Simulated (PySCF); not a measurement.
**Dy²⁹⁺: ionisation energy**

Dy²⁹⁺ [Kr] 4d1 (2D) → Dy³⁰⁺ [Kr] (1S), as a difference of total energies. Computed with PySCF 2.14 in an uncontracted even-tempered set (19 s from 2.2 bohr⁻², ratio 2.5; 14 p from 2.8 bohr⁻², ratio 2.5; 9 d from 2.8 bohr⁻², ratio 2.5; 4 f from 12 bohr⁻², ratio 2.7; 3 g from 17 bohr⁻², ratio 2.7), with the spin-free X2C one-electron Hamiltonian (Gaussian nucleus). Correlated levels: outer shells: [Ar] 3d10 frozen; virtual orbitals above 40 to 60 times the deepest correlated orbital energy dropped. The calculations carry no spin-orbit coupling.

```csv
method,ionisation energy (eV)
UHF,1052.8
LDA,1055.0
PBE,1055.2
PBE0,1055.0
r2SCAN,1054.7
MP2 (outer shells),1053.0
SCS-MP2 (outer shells),1053.0
```

A first-order spin-orbit estimate (lowest level to lowest level, LS coupling) adds 5.812 eV.

Breit and QED terms and the two-electron picture change are absent.

First order in ζ underestimates the shift of j = l − 1/2 levels at high Z.

For comparison: 1059 ± 4 eV (theoretical estimate listed by NIST; NIST Atomic Spectra Database, ionization energies).
